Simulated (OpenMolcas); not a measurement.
Ru²⁺.

```
Program             : OpenMolcas
Method              : CASSCF
Basis               : ANO-RCC-VDZP [6s5p3d1f]
Scalar Hamiltonian  : DKH3, point nucleus
Active space        : 6 electrons in 5 orbitals (4d)
State averaging     : 2S+1 = 5 even, 5 roots; 2S+1 = 3 even, 45 roots; 2S+1 = 1 even, 50 roots (49 in the spin-orbit step)
Spin-orbit coupling : state interaction with AMFI integrals over the reference wave functions, term energies averaged over their components
```

Levels without dynamic correlation, in cm⁻¹ above 4d⁶ ⁵D₄:

```
     Level      E
   4d⁶ ³H₆  17439
4d⁶ ³P₂(1)  18555
4d⁶ ³F₃(1)  20311
   4d⁶ ³G₅  22182
   4d⁶ ¹I₆  26771
```

On this reference, MS-CASPT2, IPEA 0.25 Eh, imaginary shift 0.1 Eh (closed shells correlated: 4s 4p) puts 4d⁶ ³H₆ at 16570 cm⁻¹.

Task: Estimate the other levels at that method by one scale factor, and say how well it serves.

Result: The factor is 16570 / 17439 = 0.950. Scaled values beside those that MS-CASPT2 gives:
```
     Level  Scaled  MS-CASPT2  Miss (%)
4d⁶ ³P₂(1)   17627      15360     +14.8
4d⁶ ³F₃(1)   19295      18060      +6.8
   4d⁶ ³G₅   21073      20510      +2.7
   4d⁶ ¹I₆   25432      25510      -0.3
```
For these levels the scaled values miss MS-CASPT2 by up to 14.8 %, as correlation changes each term by its own factor, spin-orbit parts do not scale and CASPT2 has its own spread within terms. This holds within one configuration; levels of others move differently, and the target method has errors of its own against measurement.

CASPT2 does not keep the components of a term degenerate, so their means are used; among the terms shown or strongly mixed into the levels shown the widest spread is 1300 cm-1 (4d⁶ ¹I, MS-CASPT2). Some high roots are left out of the spin-orbit mixing, which shifts the levels that they would mix with. Levels of configurations with an s electron are missing; early in the row they begin among the upper levels of the d shell and mix with terms of their name. Without dynamic correlation excited terms often stand tens of per cent too high (terms of higher spin than the ground term too low), and those without a measured partner can miss by more than the paired ones (holds for CASSCF). Levels of configurations outside the active space are missing.

A number in round brackets counts repeated terms of one configuration in the order of the reference energies.
